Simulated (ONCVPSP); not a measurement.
# mercury (Hg): one change to an ONCV potential, before and after

```
Element                 : Hg
Generator               : ONCVPSP 4.0.1
Type                    : optimised norm-conserving Vanderbilt (ONCV)
Functional              : PBE
Relativity              : scalar-relativistic
Frozen core             : [Kr] 4d10 4f14
Valence charge          : 20
Reference configuration : 5s2 5p6 5d10 6s1.75 6p0.25
Partial waves           : 5s+6s: rc 1.70 bohr, ncon 3, nbas 6, qcut 5.5 1/bohr, 2 projectors; 5p+6p: rc 1.60 bohr, ncon 4, nbas 7, qcut 10.4 1/bohr, 2 projectors; 5d: rc 2.15 bohr, ncon 4, nbas 9, qcut 6.8 1/bohr, 2 projectors, debl 0.4 Ha
Local potential         : polynomial inside 1.20 bohr (lpopt 5, dvloc0 0 Ha)
Core correction         : Teter function, fcfact 1.5, rcfact 1.35
```

Change: d: qcut 8.1.

Cutoffs: the cutoffs (Ha) at which the residual kinetic energy of the hardest occupied pseudo-wave falls to 1 and 0.1 mHa per electron; they do not see the model core or the augmentation charge, which bear on the density cutoff. Errors are all-electron minus pseudo energies relative to the spin-unpolarised reference configuration.

How do hardness, ghosts and transferability respond?

The potential gets neither clearly harder nor softer (30 Ha and 38 Ha → 30 Ha and 38 Ha); a bound ghost appears in d, which as a rule spoils a file; the errors of the 3 common tests hardly move.

| quantity | base | changed |
| --- | --- | --- |
| cutoff, loose | 30 Ha | 30 Ha |
| cutoff, tight | 38 Ha | 38 Ha |
| loose cutoff by channel | s 9.6 Ha, p 30 Ha, d 18 Ha | s 9.6 Ha, p 30 Ha, d 20 Ha |
| bound ghosts | none | d |
| GHOST(+) flags under 300 eV | s at 124.4 eV | s at 124.4 eV |
| tests with a reliable result | 3 of 4 | 3 of 4 |
| error for 5s2 5p6 5d10 6s2 6p0, meV [ΔE -1.46 eV] | +0.3 | +0.2 |
| error for 5s2 5p6 5d10 6s1 6p0, meV [ΔE 9.23 eV] | -4.2 | -4.5 |
| error for 5s2 5p6 5d10 6s0 6p2, meV [ΔE 11.12 eV] | -11 | -11 |
| s: phases at 1.72 bohr within 0.05 rad from the reference energy up to (Ha; the scan ends near 5) | 3.3 | 3.3 |
| p: phases at 1.62 bohr within 0.05 rad from the reference energy up to (Ha; the scan ends near 5) | to the end of the scan | to the end of the scan |
| d: phases at 2.19 bohr within 0.05 rad from the reference energy up to (Ha; the scan ends near 5) | to the end of the scan | to the end of the scan |
| rms error of d²Exc/dni dnj with the model core, mHa | 2.79 | 2.77 |

 A true bound ghost makes a file unfit for plane-wave use even where its test errors are small: the radial tests pick states by their node count and pass the ghost by.
